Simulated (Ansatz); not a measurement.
**Ligand exchange: GeH3I + I2 → GeH2I2 + HI**

Species: GeH3I `[GeH3][I]`, singlet; I2 (iodine), singlet; GeH2I2 `[I][GeH2][I]`, singlet; HI (hydrogen iodide), singlet. The partners trade H for I: Ge–H and I–I bonds give way to Ge–I and I–H.

Shapes, held fixed at every level: PBE0-D4/def2-TZVP. Programs: Ansatz 0.2.0. The zero-point and thermal change to 298 K, harmonic and unscaled (PBE0-D4/def2-TZVP), is -2.6 kJ/mol.

```
                level                   kind  ΔH(298 K) (kJ/mol)  less CCSD(T)/def2-TZVPP
          HF/def2-SVP           Hartree–Fock               -85.9                     +5.8
        HF/def2-TZVPP           Hartree–Fock               -81.9                     +9.8
     SPW92/def2-TZVPP                    LDA               -83.1                     +8.6
   PBE0-D4/def2-TZVPP          global hybrid               -82.9                     +8.8
r2SCAN0-D4/def2-TZVPP          global hybrid               -86.8                     +4.9
       MP2/def2-TZVPP    perturbation theory               -99.8                     -8.1
   CCSD(T)/def2-TZVPP  coupled cluster or CI               -91.7                      0.0
```

The highest level, CCSD(T)/def2-TZVPP, gives ΔH(298 K) = -91.7 kJ/mol; the levels span -99.8 to -81.9. The column of differences is taken from that level and isn't an error. No measured value is set beside it here. For atoms past krypton def2 sets carry core potentials with scalar relativity. Relativity is left out for Ge unless named. Correlated rows may include outer-core shells of Ge, I, which these sets cover unevenly.
